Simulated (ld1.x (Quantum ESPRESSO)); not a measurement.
**Transferability test, TM potential for arsenic**

arsenic, norm-conserving Troullier–Martins (Kleinman–Bylander form), made with ld1.x (Quantum ESPRESSO) 7.5 (PBEsol, scalar-relativistic). Core [Ar], reference 3d10 4s2 4p2.5 (charge +0.5). Waves: 4p (bound): rc 1.48 bohr; 3d (bound): rc 0.50 bohr; 4s (bound): rc 1.62 bohr. Local part: the s channel. Core correction: none.

Energies are relative to the spin-unpolarised reference configuration 3d10 4s2 4p2.5; without spin polarisation the order of configurations can differ from experiment.

```
valence configuration  charge  ΔE all-electron (eV)  error AE − PS (meV)
         3d10 4s2 4p3       0                -3.558                 +0.5
         3d10 4s2 4p2      +1                 5.600                 -0.8
         3d10 4s2 4p1      +2                23.542                 -3.9
         3d10 4s1 4p0      +4               101.894                  +12
         3d10 4s1 4p4       0                 5.867                 -0.1
          3d9 4s2 4p3      +1                47.272                -1144
```

Question: What are ΔE and the potential's error for 3d10 4s2 4p3.3?

Answer: ΔE = -4.791 eV all-electron; the error (AE − PS) is +0.5 meV.

Levels in the configuration 3d10 4s2 4p1:

```csv
level,all-electron (eV),pseudo (eV)
3d,-61.957,-61.818
4s,-33.490,-33.490
4p,-22.696,-22.696
```

ld1.x printed “convergence not achieved” for 7 of the counted tests; their residual had stalled under 1e-8, short of the target of 1e-14.

A Bessel basis up to 400 Ry misses an occupied level by 0.18 Ry, so cutoffs were not judged. Note: ghost state, extra bound levels that the all-electron valence spectrum of the same l lacks: p at -1119.7 eV (other channels not judged).
